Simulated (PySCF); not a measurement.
One of the candidates below gave these computed data.

All candidates are C6H6ClFO.

* Dipole: 1.81 D [CAM-B3LYP/def2-SVPD]
* Polarisability: 85.8 au [CAM-B3LYP/def2-SVPD]
* Triplet: lowest triplet excitation (Tamm–Dancoff): 4.13 eV [TDA CAM-B3LYP/def2-SVPD]
* UV, strongest line: among the 8 lowest singlet transitions: S7 at 7.58 eV (164 nm, f = 0.207) [TDDFT CAM-B3LYP/def2-SVPD]
* Rotational structure: rotational constants A, B, C: 2.239, 0.952, 0.782 GHz [GFN2-xTB]
* UV, first state: lowest singlet excitation: 5.75 eV (216 nm, f = 0.117) [TDDFT CAM-B3LYP/def2-SVPD]

Electronic properties: PySCF, gas phase, density fitting. Levels stand in brackets. Isolated species at its GFN2-xTB geometry (one conformer only).

Task: Which candidate is it?
A. `C/C=C(C=O)/C(Cl)=C/F`
B. `FC/C(Cl)=C1\C=CCO1`
C. `C=C/C(C)=C(\Cl)C(=O)F`
D. `F[C@H]1C=COC=C1CCl`

Result: D. It is `F[C@H]1C=COC=C1CCl`. Numbering: `[F:1][C@H:2]1[CH:3]=[CH:4][O:5][CH:6]=[C:7]1[CH2:8][Cl:9]`. Its formula, C6H6ClFO, gives 3 degrees of unsaturation: 1 ring and 2 π bonds in the structure found. The optimised geometry has point group C1 and is an asymmetric top.

The others, at the same levels:
- `FC/C(Cl)=C1\C=CCO1` fails: its computed lowest singlet excitation is 4.79 eV (259 nm, f = 0.418) (against 5.75 eV), lowest triplet excitation (Tamm–Dancoff) is 2.89 eV (against 4.13 eV) and static isotropic polarisability is 93.1 au (against 85.8 au).
- `C=C/C(C)=C(\Cl)C(=O)F` fails: its computed lowest singlet excitation is 4.54 eV (273 nm, f = 0.453) (against 5.75 eV), lowest triplet excitation (Tamm–Dancoff) is 2.59 eV (against 4.13 eV) and static isotropic polarisability is 96.7 au (against 85.8 au).
- `C/C=C(C=O)/C(Cl)=C/F` fails: its computed lowest singlet excitation is 3.87 eV (320 nm, f = 0.001) (against 5.75 eV), lowest triplet excitation (Tamm–Dancoff) is 2.94 eV (against 4.13 eV) and strongest line among the 8 lowest singlet transitions is S5 at 6.30 eV (197 nm, f = 0.340) (against S7 at 7.58 eV).

Each candidate is one conformer, not necessarily the lowest. Dipoles, sizes and rotational constants follow the conformer. The torsions of the flexible species, by atom-mapped SMILES:
- `[F:1][C@H:2]1[CH:3]=[CH:4][O:5][CH:6]=[C:7]1[CH2:8][Cl:9]`: C6–C7–C8–Cl9 -102°
- `[F:1][CH2:2]/[C:3]([Cl:4])=[C:5]1\[CH:6]=[CH:7][CH2:8][O:9]1`: F1–C2–C3–Cl4 128°
- `[CH2:1]=[CH:2]/[C:3]([CH3:4])=[C:5](\[Cl:6])[C:7](=[O:8])[F:9]`: C1–C2–C3–C4 12°, C3–C5–C7–O8 -6°
- `[CH3:1]/[CH:2]=[C:3]([CH:4]=[O:5])/[C:6]([Cl:7])=[CH:8]/[F:9]`: C2–C3–C4–O5 177°, C2–C3–C6–Cl7 14°
